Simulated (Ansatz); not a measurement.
Species: AlH4, net charge -1, singlet state. 
Coordinates optimised at B3LYP-D3(BJ)/def2-TZVP (Ansatz, a quantum-chemistry and plane-wave program):
SMILES: [AlH4-]
```xyz
5

Al     0.0000     0.0000     0.0000
H      1.1863    -0.2312     1.1097
H     -1.1818     0.9346     0.6495
H     -0.6289    -1.4506    -0.4386
H      0.6245     0.7472    -1.3206
```
Charge -1, spin multiplicity 1.

Basis-set convergence of Hartree-Fock and MP2 correlation energies (hartree) with Ansatz. Valence correlation only, unless marked. Spin-orbit coupling is left out. Non-relativistic.

```json
[
 {"basis": "def2-SVPD", "functions": "56", "E(HF)": "-244.16090", "E(corr, MP2)": "-0.11149"},
 {"basis": "def2-TZVPPD", "functions": "116", "E(HF)": "-244.24600", "E(corr, MP2)": "-0.13011"},
 {"basis": "def2-QZVPPD", "functions": "208", "E(HF)": "-244.25400", "E(corr, MP2)": "-0.13790"}
]
```

Extrapolating the two largest sets (X = 3 and 4) as X^-3: E(corr) = (64·(-0.13790) - 27·(-0.13011))/37 = -0.1436 Eh, an estimate of the basis-set limit. The largest set recovers 96.0 % of it, the smallest 77.6 %.
